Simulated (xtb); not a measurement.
H₄N+, SMILES [NH4+], charge +1. All values are semi-empirical tight-binding results from xtb (GFN2-xTB unless named), good for trends rather than for accurate numbers. Geometry optimised at GFN2-xTB.

Computed properties:
| Item | Value |
|---|---|
| point group as xtb finds it | Td |
| orbital gap | 14.58 eV |
| zero-point energy | 28.5 kcal/mol |
| G − E(el) at 298.15 K (modified RRHO) | 17.7 kcal/mol |
| static polarisability (D4 model) | 12.8 bohr³ |
| solvation energy, GFN2-xTB/ALPB(water) | -86.4 kcal/mol |
| solvation energy, GFN2-xTB/ALPB(ch2cl2) | -66.7 kcal/mol |

Problem. Give the IR lines (harmonic; lines under 4 % of the strongest left out, lines within 3 cm⁻¹ merged). (The exact figures need the calculation; the answer reports its results.)

Solution. ν (cm⁻¹): 1340 (vs), 3266 (s) (against the strongest line: vs over 80 %, s over 45 %, m over 15 %, w over 4 %, vw less)
